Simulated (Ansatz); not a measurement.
Two members of one family (Si nanocrystals, hexagonal, H-capped), computed with Ansatz in the gas phase. Binding counts from free atoms in the multiplicity of their measured ground term, without zero-point energy. The structures are stationary points that may keep the symmetry of their start.

First: Si30H34 (singlet, charge 0, PBE-D4/def2-SVP geometry).

Cartesian coordinates in Å:
```
Si 0.882 -4.094 1.888
Si 1.697 -2.071 2.772
Si 4.263 -2.948 -0.003
Si 3.675 -1.390 1.662
Si -1.941 -1.132 3.630
Si 0.023 -0.443 2.515
Si 0.784 1.588 3.423
Si 3.327 0.713 0.663
Si 2.757 2.287 2.317
Si -0.933 3.177 3.182
Si 2.432 4.386 1.303
Si 0.501 -3.799 -0.415
Si 2.478 -3.119 -1.528
Si -3.139 -2.860 0.440
Si -3.723 -1.303 2.104
Si -1.172 -2.169 -0.669
Si -0.400 -0.140 0.226
Si 2.125 -1.024 -2.540
Si 1.566 0.549 -0.885
Si -4.052 0.795 1.092
Si -2.082 1.479 -0.020
Si -1.322 3.510 0.886
Si 1.208 2.645 -1.887
Si 0.649 4.211 -0.223
Si -1.611 -1.872 -2.958
Si 0.355 -1.183 -4.084
Si -3.316 -0.265 -3.166
Si -2.522 1.777 -2.309
Si 0.028 0.915 -5.100
Si -0.558 2.471 -3.434
H 1.859 -5.217 2.130
H -0.420 -4.443 2.565
H 1.991 -2.233 4.245
H 4.554 -4.292 0.617
H 5.500 -2.474 -0.724
H 4.786 -1.278 2.682
H -1.701 -2.467 4.292
H -2.283 -0.132 4.709
H 1.089 1.376 4.888
H 4.573 1.154 -0.070
H 3.875 2.369 3.331
H -2.191 2.651 3.828
H -0.560 4.475 3.856
H 2.127 5.432 2.348
H 3.686 4.793 0.570
H 0.012 -5.090 -1.027
H 2.805 -4.138 -2.596
H -2.915 -4.216 1.062
H -4.262 -2.987 -0.562
H -4.982 -1.744 2.815
H 3.384 -0.563 -3.237
H -4.418 1.819 2.138
H -5.186 0.715 0.099
H -2.396 4.556 0.691
H 2.478 3.064 -2.592
H 0.386 5.552 -0.870
H -2.071 -3.191 -3.536
H 0.700 -2.217 -5.131
H -4.516 -0.707 -2.363
H -3.738 -0.114 -4.607
H -3.580 2.847 -2.461
H 1.303 1.354 -5.777
H -1.060 0.829 -6.142
H -0.810 3.825 -4.054
```

| level | HOMO (eV) | LUMO (eV) | gap (eV) | binding per atom (eV) |
| --- | --- | --- | --- | --- |
| PBE-D4/def2-SVP | -5.89 | -2.42 | 3.46 | 3.41 |
| PBE0-D4/def2-SVP | -6.82 | -1.81 | 5.01 | 3.41 |

Second: Si32H38 (singlet, charge 0, PBE-D4/def2-SVP geometry).

Cartesian coordinates in Å:
```
Si -0.418 -3.718 -3.409
Si 1.867 -3.167 -3.323
Si 1.896 -4.186 0.392
Si 2.412 -2.466 -1.146
Si 4.697 -1.935 -1.008
Si 5.194 -1.259 1.190
Si -1.659 -1.776 -2.939
Si -1.127 -0.100 -4.524
Si -1.648 -2.761 0.769
Si 0.291 -3.416 1.929
Si -1.116 -1.050 -0.771
Si 1.169 -0.532 -0.664
Si -0.223 1.774 -3.425
Si 1.708 1.147 -2.236
Si 1.146 -1.541 3.066
Si 1.668 0.172 1.521
Si 3.958 0.687 1.654
Si 2.589 3.016 -1.111
Si 4.511 2.372 0.085
Si -5.189 -1.306 1.085
Si -3.272 -1.975 2.278
Si -4.624 0.402 -0.456
Si -2.334 0.902 -0.314
Si -1.806 2.587 -1.886
Si -2.388 -0.117 3.421
Si -0.453 -0.752 4.604
Si -1.854 1.592 1.877
Si 0.434 2.119 1.977
Si -0.969 4.470 -0.752
Si 0.969 3.806 0.405
Si -3.118 3.519 2.329
Si -2.591 5.230 0.776
H -0.790 -4.264 -4.766
H -0.708 -4.780 -2.376
H 2.722 -4.351 -3.704
H 2.154 -2.049 -4.295
H 1.361 -5.387 -0.352
H 3.149 -4.610 1.119
H 5.525 -3.134 -1.404
H 5.006 -0.813 -1.966
H 4.798 -2.359 2.144
H 6.671 -0.998 1.354
H -3.140 -2.073 -2.990
H -0.132 -0.642 -5.523
H -2.373 0.298 -5.276
H -2.201 -3.942 0.004
H -0.059 -4.494 2.928
H 0.131 2.862 -4.412
H 2.740 0.606 -3.198
H 2.410 -1.936 3.794
H 4.258 1.183 3.050
H 2.913 4.100 -2.113
H 5.561 1.857 -0.870
H 5.088 3.563 0.811
H -5.762 -2.489 0.345
H -6.235 -0.801 2.047
H -3.610 -3.066 3.268
H -4.950 -0.041 -1.860
H -5.426 1.647 -0.165
H -3.074 2.960 -2.621
H -3.429 0.414 4.380
H -0.789 -1.838 5.596
H 0.098 0.431 5.361
H 0.778 2.613 3.363
H -0.618 5.550 -1.749
H 1.533 4.988 1.161
H -4.586 3.184 2.248
H -2.825 3.994 3.731
H -3.837 5.639 0.029
H -2.069 6.438 1.513
```

Problem. Estimate how these quantities change from the first to the second (second minus first).

Solution. 
```tsv
level	Δ HOMO (eV)	Δ LUMO (eV)	Δ gap (eV)	Δ binding per atom (eV)
PBE-D4/def2-SVP	0.09	0.02	-0.07	-0.03
PBE0-D4/def2-SVP	0.11	0.02	-0.09	-0.03
```
